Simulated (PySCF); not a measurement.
F₃Sb (SMILES [F][Sb]([F])[F]), singlet, at a GFN2-xTB geometry (core potentials on Sb), with bond 3-1 at 1.6 times its length; PBE0/def2-SVP (PySCF).

The PySCF input:
```python
from pyscf import gto, scf, dft

mol = gto.Mole()
mol.atom = '''
    Sb    0.00179571   -0.00268353    0.40263206
    F    -1.26106459   -0.92708194   -0.76113086
    F    -0.29195643    2.49806367   -1.44056496
    F     1.43268829   -0.61799484   -0.77108473
'''
mol.basis = 'def2-svp'
mol.ecp = {'Sb': 'def2-svp'}
mol.verbose = 4
mol.build()

mf = dft.RKS(mol)
mf.xc = 'pbe0'
mf.diis = False
mf.damp = 0.6
mf.diis_start_cycle = 200
mf.max_cycle = 150
mf.kernel()
mf.analyze()
```

Output, abridged:

```
PySCF version 2.14.0

[INPUT] verbose = 4
[INPUT] num. atoms = 4
[INPUT] num. electrons = 50
[INPUT] charge = 0
[INPUT] spin (= nelec alpha-beta = 2S) = 0
[INPUT] symmetry False subgroup None
[INPUT] Mole.unit = angstrom
[INPUT] Symbol           X                Y                Z      unit          X                Y                Z       unit  Magmom
[...]
nuclear repulsion = 186.89896449464
number of shells = 28
number of NR pGTOs = 133
number of NR cGTOs = 68
basis = def2-svp
ecp = {'Sb': 'def2-svp'}

******** <class 'pyscf.dft.rks.RKS'> ********
method = RKS
initial guess = minao
damping factor = 0.6
level_shift factor = 0
DIIS disabled
SCF conv_tol = 1e-09
SCF conv_tol_grad = None
SCF max_cycles = 150
direct_scf = True
direct_scf_tol = 1e-13
XC library pyscf.dft.libxc version 7.1.2
    S. Lehtola, C. Steigemann, M. J. T. Oliveira, and M. A. L. Marques,  SoftwareX 7, 1–5 (2018)
XC functionals = pbe0
    C. Adamo and V. Barone,  J. Chem. Phys. 110, 6158 (1999)
    M. Ernzerhof and G. E. Scuseria,  J. Chem. Phys. 110, 5029 (1999)
radial grids:
    Treutler-Ahlrichs [JCP 102, 346 (1995); DOI:10.1063/1.469408] (M4) radial grids

becke partition: Becke, JCP 88, 2547 (1988); DOI:10.1063/1.454033
pruning grids: <function nwchem_prune>
grids dens level: 3
symmetrized grids: False
atomic radii adjust function: <function treutler_atomic_radii_adjust>
small_rho_cutoff = 0
Set gradient conv threshold to 3.16228e-05
Initial guess from minao.
tot grids = 64744
init E= -513.710538014568
[...]
cycle= 1 E= -534.086580534393  delta_E= -20.4  |g|= 3.75  |ddm|= 9.98
[...]
cycle= 2 E= -538.10019186139  delta_E= -4.01  |g|= 2.38  |ddm|= 4.89
[...]
cycle= 3 E= -539.024415458122  delta_E= -0.924  |g|= 0.726  |ddm|= 1.19
[...]
cycle= 4 E= -539.163836077144  delta_E= -0.139  |g|= 0.339  |ddm|= 0.896
[...]
cycle= 5 E= -539.173724745508  delta_E= -0.00989  |g|= 0.126  |ddm|= 0.235
[...]
cycle= 6 E= -539.169000922194  delta_E= 0.00472  |g|= 0.259  |ddm|= 0.372
[...]
cycle= 7 E= -539.162300999494  delta_E= 0.0067  |g|= 0.257  |ddm|= 0.462
[...]
cycle= 8 E= -539.132446475682  delta_E= 0.0299  |g|= 0.449  |ddm|= 0.663
[...]
cycle= 9 E= -539.126190370648  delta_E= 0.00626  |g|= 0.462  |ddm|= 0.833
[...]
cycle= 10 E= -539.069485221227  delta_E= 0.0567  |g|= 0.664  |ddm|= 1.01
[...]
cycle= 11 E= -539.086428910847  delta_E= -0.0169  |g|= 0.616  |ddm|= 1.14
[...]
cycle= 12 E= -539.041538289436  delta_E= 0.0449  |g|= 0.742  |ddm|= 1.19
[...]
[...]
[...]
cycle= 127 E= -539.070875160657  delta_E= -0.0324  |g|= 0.662  |ddm|= 1.24
[...]
cycle= 128 E= -539.038491208685  delta_E= 0.0324  |g|= 0.752  |ddm|= 1.24
[...]
cycle= 129 E= -539.07087516066  delta_E= -0.0324  |g|= 0.662  |ddm|= 1.24
[...]
cycle= 130 E= -539.038491208686  delta_E= 0.0324  |g|= 0.752  |ddm|= 1.24
[...]
cycle= 131 E= -539.07087516066  delta_E= -0.0324  |g|= 0.662  |ddm|= 1.24
[...]
cycle= 132 E= -539.038491208687  delta_E= 0.0324  |g|= 0.752  |ddm|= 1.24
[...]
cycle= 133 E= -539.070875160661  delta_E= -0.0324  |g|= 0.662  |ddm|= 1.24
[...]
cycle= 134 E= -539.038491208689  delta_E= 0.0324  |g|= 0.752  |ddm|= 1.24
[...]
cycle= 135 E= -539.070875160662  delta_E= -0.0324  |g|= 0.662  |ddm|= 1.24
[...]
cycle= 136 E= -539.038491208688  delta_E= 0.0324  |g|= 0.752  |ddm|= 1.24
[...]
cycle= 137 E= -539.070875160661  delta_E= -0.0324  |g|= 0.662  |ddm|= 1.24
[...]
cycle= 138 E= -539.03849120869  delta_E= 0.0324  |g|= 0.752  |ddm|= 1.24
[...]
cycle= 139 E= -539.070875160662  delta_E= -0.0324  |g|= 0.662  |ddm|= 1.24
[...]
cycle= 140 E= -539.038491208689  delta_E= 0.0324  |g|= 0.752  |ddm|= 1.24
[...]
cycle= 141 E= -539.070875160662  delta_E= -0.0324  |g|= 0.662  |ddm|= 1.24
[...]
cycle= 142 E= -539.03849120869  delta_E= 0.0324  |g|= 0.752  |ddm|= 1.24
[...]
cycle= 143 E= -539.070875160662  delta_E= -0.0324  |g|= 0.662  |ddm|= 1.24
[...]
cycle= 144 E= -539.038491208689  delta_E= 0.0324  |g|= 0.752  |ddm|= 1.24
[...]
cycle= 145 E= -539.070875160662  delta_E= -0.0324  |g|= 0.662  |ddm|= 1.24
[...]
cycle= 146 E= -539.038491208689  delta_E= 0.0324  |g|= 0.752  |ddm|= 1.24
[...]
cycle= 147 E= -539.070875160662  delta_E= -0.0324  |g|= 0.662  |ddm|= 1.24
[...]
cycle= 148 E= -539.03849120869  delta_E= 0.0324  |g|= 0.752  |ddm|= 1.24
[...]
cycle= 149 E= -539.070875160662  delta_E= -0.0324  |g|= 0.662  |ddm|= 1.24
[...]
cycle= 150 E= -539.038491208691  delta_E= 0.0324  |g|= 0.752  |ddm|= 1.24
SCF not converged.
SCF energy = -539.038491208691
**** SCF Summaries ****
Total Energy =                        -539.038491208690630
Nuclear Repulsion Energy =             186.898964494639500
One-electron Energy =                -1210.186997532625810
Two-electron Energy =                  484.249541829295708
Two-electron Coulomb Energy =          534.418857285826448
DFT Exchange-Correlation Energy =      -50.169315456530754
HOMO-LUMO gap [eV] =                     1.605479729652725
**** MO energy ****
[...]
Dipole moment(X, Y, Z, Debye): -0.38025,  3.38512,  2.19962
```

The run did not converge; its last values are not results.
